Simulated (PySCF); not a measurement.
## Nuclear quadrupole coupling in `CSC[P@@]1(=O)C=C1C(C)C`

Compound: C7H13OPS.
Structure used (GFN2-xTB), in Å, numbered top down from 1:
```
atom  x, y, z in Å
C1     3.779    0.170    0.333
S2     3.527   -0.664   -1.251
C3     1.730   -0.491   -1.359
P4     0.958   -1.069    0.205
O5     1.389   -2.378    0.708
C6     0.320    0.285    1.200
C7    -0.648   -0.304    0.474
C8    -2.106   -0.244    0.244
C9    -2.365    0.170   -1.208
C10   -2.768    0.718    1.229
H11    3.445    1.202    0.263
H12    3.228   -0.370    1.104
H13    4.843    0.135    0.544
H14    1.446    0.541   -1.562
H15    1.402   -1.143   -2.171
H16    0.406    1.036    1.960
H17   -2.512   -1.252    0.393
H18   -1.971    1.167   -1.390
H19   -1.881   -0.526   -1.891
H20   -3.432    0.175   -1.414
H21   -3.843    0.741    1.068
H22   -2.578    0.403    2.252
H23   -2.376    1.724    1.097
```

Field gradients from the PBE0/pcSseg-1 density (PySCF, non-relativistic), principal values in atomic units, ordered |Vxx| ≤ |Vyy| ≤ |Vzz|:

```tsv
atom	Vxx	Vyy	Vzz
S2	0.6880	2.5959	-3.2839
O5	-0.2504	-0.5814	0.8318
```

Find the asymmetry η = (Vxx − Vyy)/Vzz and the couplings χ = eQV/h (234.96 MHz × Q in barn × V in au), with Q(33S) = −0.0678 b, Q(17O) = −0.0256 b.

| atom | environment | nucleus | η | χzz (MHz) | χxx (MHz) | χyy (MHz) |
| --- | --- | --- | --- | --- | --- | --- |
| S2 | sulfide sulfur | 33S | 0.58 | 52.31 | -10.96 | -41.35 |
| O5 | phosphoryl oxygen | 17O | 0.40 | -5.00 | 1.51 | 3.50 |

The tensor is traceless: Vxx + Vyy + Vzz = 0.

What is Vzz at O5 in SI units (1 au = 9.71736 × 10²¹ V/m²)?

0.8318 au = 8.083 × 10²¹ V/m².

And the gradient at the other heavy atoms, for which no coupling is worked out here?

```csv
atom,environment,Vzz (au),η
C1,S-methyl carbon,0.257,0.03
C3,sp3 carbon bound to sulfur,0.192,0.69
P4,phosphoryl phosphorus,-0.402,0.65
C6,alkene CH carbon,0.326,0.71
C7,fully substituted alkene carbon,0.407,0.57
C8,allylic carbon,0.082,0.78
C9,methyl carbon,0.087,0.01
C10,methyl carbon,0.070,0.17
```

What couplings would deuterons (Q(2H) = 0.00286 b) have in place of the hydrogens, at this geometry?

| atom | bonded to | bond length (Å) | Vzz (au) | η | χzz (kHz) |
| --- | --- | --- | --- | --- | --- |
| H11 | C1 | 1.087 | 0.3126 | 0.03 | 210 |
| H12 | C1 | 1.091 | 0.2974 | 0.07 | 200 |
| H13 | C1 | 1.085 | 0.3174 | 0.05 | 213 |
| H14 | C3 | 1.089 | 0.3077 | 0.02 | 207 |
| H15 | C3 | 1.091 | 0.3051 | 0.04 | 205 |
| H16 | C6 | 1.072 | 0.3511 | 0.02 | 236 |
| H17 | C8 | 1.097 | 0.2906 | 0.01 | 195 |
| H18 | C9 | 1.088 | 0.3124 | 0.02 | 210 |
| H19 | C9 | 1.088 | 0.3131 | 0.02 | 210 |
| H20 | C9 | 1.087 | 0.3159 | 0.02 | 212 |
| H21 | C10 | 1.087 | 0.3156 | 0.02 | 212 |
| H22 | C10 | 1.087 | 0.3141 | 0.02 | 211 |
| H23 | C10 | 1.088 | 0.3141 | 0.02 | 211 |

Isolated species at its GFN2-xTB geometry (one conformer only). GFN2-xTB bond lengths can be off by several hundredths of an ångström, more for odd bonds, and the gradients follow them. The basis is small and wasn't made for field gradients, so the couplings can be 20 % off.

The run behind these numbers computed NMR shieldings as well. The run took 64 s of wall time on one thread of an Arm Neoverse V1, on a shared host, and the process peaked at 1.2 GiB of memory.
